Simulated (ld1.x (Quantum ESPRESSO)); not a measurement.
**iodine, TM: configuration errors across variants**

I (Z = 53), norm-conserving Troullier–Martins (Kleinman–Bylander form), made with ld1.x (Quantum ESPRESSO) 7.5 (PBEsol, non-relativistic). Core [Kr] 4d10, reference 5s2 5p5. Waves: 5s (bound): rc 1.60 bohr; 5p (bound): rc 1.90 bohr; 5d channel at 0.25 Ry: rc 1.95 bohr. Local part: all-electron potential smoothed inside 1.60 bohr (lloc = -2). Core correction: Bessel-smoothed model core inside 1.10 bohr.

All-electron excitation energies from the reference (eV): (1) 5s2 5p4 11.185; (2) 5s2 5p3 31.036; (3) 5s2 5p2 60.304; (4) 5s2 5p4.5 4.564; (5) 5s1 5p6 8.957; (6) 5s2 5p5.3 -1.805; (7) 5s1 5p5 20.626.

2 further variants failed, have other tests or another functional or relativity, and are left out.

A true bound ghost makes a file unfit for plane-wave use even where its test errors are small: the radial tests pick states by their node count and pass the ghost by.

Errors AE − PS in meV (a dash: test not solved or not reliable):

| change | (1) | (2) | (3) | (4) | (5) | (6) | (7) | bound ghosts |
| --- | --- | --- | --- | --- | --- | --- | --- | --- |
| base | +3.9 | +17 | +37 | +0.9 | -3.9 | +0.3 | +3.7 | none |
| wave 5d channel at 0.25 Ry: rc 1.95 bohr becomes 5d channel at 0.25 Ry: rc 1.74 bohr | +3.9 | +17 | +37 | +0.9 | -3.9 | +0.3 | +3.7 | d |
| wave 5p (bound): rc 1.90 bohr becomes 5p (bound): rc 1.24 bohr | +0.5 | -9.2 | -68 | +0.3 | -46 | +0.2 | -25 | p |
| wave 5d channel at 0.25 Ry: rc 1.95 bohr becomes 5d channel at 0.5 Ry: rc 1.95 bohr | +3.9 | +17 | +37 | +0.9 | -3.9 | +0.3 | +3.7 | none |

Task: Give the same row for: core correction none.

Result: +4.2, +23, +70, +0.9, +3.4, +0.2, +15; bound ghosts: none.
